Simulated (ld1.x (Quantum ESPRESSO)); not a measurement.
## oxygen (O): excitation energies, all-electron against PAW

ld1.x (Quantum ESPRESSO) 7.5 input, shortened:

```
&input
   title='O', zed=8., rel=1, dft='BP', iswitch=3,
   config='[He] 2s1.5 2p4.5'
 /
 &inputp
   pseudotype=3, lpaw=.true., tm=.true., lloc=-1, rcloc=0.70,
   nlcc=.true., new_core_ps=.true., rcore=1.00,
   which_augfun='BESSEL', rmatch_augfun=0.85
 /
4
2S  1  0   1.50   0.00  0.80  1.05  0.0
2S  1  0   0.00   0.35  0.80  1.05  0.0
2P  2  1   4.50   0.00  0.75  0.95  0.0
2P  2  1   0.00   0.90  0.75  0.95  0.0
 &test
   configts(1)='2s1.5 2p4.5'
 /
```

Energies are relative to the spin-unpolarised reference configuration 2s1.5 2p4.5; without spin polarisation the order of configurations can differ from experiment. The frozen-core shift is the all-electron ΔE with the core orbitals held at their reference shape minus the fully relaxed ΔE.

| valence configuration | charge | ΔE all-electron (eV) | error AE − PS (meV) | frozen-core shift (meV) |
| --- | --- | --- | --- | --- |
| 2s2 2p4 | 0 | -7.470 | 0.0 | +0.1 |
| 2s2 2p3 | +1 | 9.051 | -0.7 | +0.1 |
| 2s2 2p2 | +2 | 42.719 | -1.9 | +1.3 |
| 2s2 2p4.3 | -0.3 | -9.621 | +0.2 | +0.1 |
| 2s1 2p4 | +1 | 24.291 | -1.1 | +0.2 |
| 2s0 2p6 | 0 | 22.460 | -1.2 | +0.9 |
| 2s2 2p1 | +3 | 96.655 | -3.2 | +7.2 |
